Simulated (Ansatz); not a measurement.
A nudged elastic band was laid between two geometries of C3H10GeS (15 atoms, charge 0, multiplicity 1).

Method: RKS B3LYP/def2-SVP in Ansatz.

| Property | Result |
| --- | --- |
| movable images | 5 |
| climbing image | yes |
| spring | 5.0 eV/Å² |
| optimiser | quadratic models (default) |
| start path | through a guess of the saddle point |
| force threshold | 0.05 eV/Å |
| iteration limit | 36 |
| end points | relaxed |

First end point:

```xyz
15
Properties=species:S:1:pos:R:3
C -1.790 -0.463 -0.588
C -0.304 -0.802 -0.735
C 0.555 -0.443 0.488
S 2.250 -1.173 0.400
Ge 0.724 1.498 0.910
H -1.963 0.618 -0.470
H -2.231 -0.967 0.289
H -2.353 -0.793 -1.476
H 0.107 -0.299 -1.628
H -0.189 -1.884 -0.923
H 0.131 -0.923 1.387
H 2.682 -0.453 -0.662
H -0.648 2.203 1.041
H 1.494 1.661 2.234
H 1.514 2.169 -0.238
```

Last end point:

```xyz
15
Properties=species:S:1:pos:R:3
C -1.713 -0.408 -0.813
C -0.242 -0.828 -0.728
C 0.456 -0.440 0.584
S 2.102 -1.257 0.779
Ge 0.673 1.511 0.925
H -1.838 0.686 -0.784
H -2.299 -0.831 0.021
H -2.165 -0.767 -1.751
H 0.318 -0.400 -1.579
H -0.165 -1.923 -0.842
H -0.116 -0.844 1.437
H 2.719 -0.625 -0.248
H 1.259 1.714 2.336
H 1.653 2.074 -0.131
H -0.663 2.289 0.823
```

Q: What changes between the two ends?

A: No bond is made or broken. The dihedral S4–C3–Ge5–H13 goes from -179 to -58°. The two ends are copies of one structure, up to a mirror image or an exchange of like atoms.

Q: What energy profile does the band end with?

A: The forces met the threshold. The highest image is number 3 of 0 to 6, 1.7 kcal/mol above the ends, which have the same energy within 2 meV. A vibrational analysis at the climbing image gives one clearly imaginary mode, 121i cm⁻¹: a first-order saddle point.

```
image  path coordinate (Å)  energy (kcal/mol)  dihedral S4–C3–Ge5–H13 (°)
    0                 0.00                0.0                        -179
    1                 0.84                0.4                        -160
    2                 1.67                1.2                        -139
    3                 2.51                1.7                        -117
    4                 3.33                1.3                         -95
    5                 4.15                0.4                         -75
    6                 4.97                0.0                         -58
```

Q: What is the geometry of the highest image?

A: 
```xyz
15
Properties=species:S:1:pos:R:3:forces:R:3
C -1.718 -0.407 -0.750 0.00 -0.02 0.01
C -0.242 -0.815 -0.745 0.00 0.01 -0.01
C 0.498 -0.457 0.554 0.01 0.01 0.01
S 2.122 -1.320 0.720 -0.02 -0.01 0.00
Ge 0.671 1.510 0.899 0.00 0.01 -0.01
H -1.849 0.683 -0.649 0.00 0.00 0.00
H -2.268 -0.888 0.076 0.00 0.01 0.00
H -2.204 -0.709 -1.691 0.00 0.01 0.00
H 0.278 -0.353 -1.603 0.00 0.00 0.00
H -0.161 -1.906 -0.896 0.00 0.00 0.00
H -0.069 -0.860 1.410 0.00 -0.01 0.00
H 2.780 -0.640 -0.248 0.00 0.01 0.00
H -0.155 1.916 2.140 0.00 0.00 0.00
H 2.147 1.886 1.131 0.00 0.00 0.00
H 0.147 2.309 -0.319 0.00 0.00 0.00
```

Q: What are the harmonic wavenumbers there?

A: 121i, 120, 165, 188, 223, 251, 298, 368, 482, 571, 610, 732, 808, 843, 880, 890, 909, 915, 1029, 1072, 1112, 1184, 1254, 1298, 1351, 1399, 1465, 1471, 1480, 2105, 2117, 2140, 2655, 3021, 3025, 3056, 3069, 3103, 3111 cm⁻¹.

The run took 2.9 min on 2 threads of Intel(R) Xeon(R) Platinum 8488C (Sapphire Rapids), with other jobs on the host, peak memory 0.46 GiB.
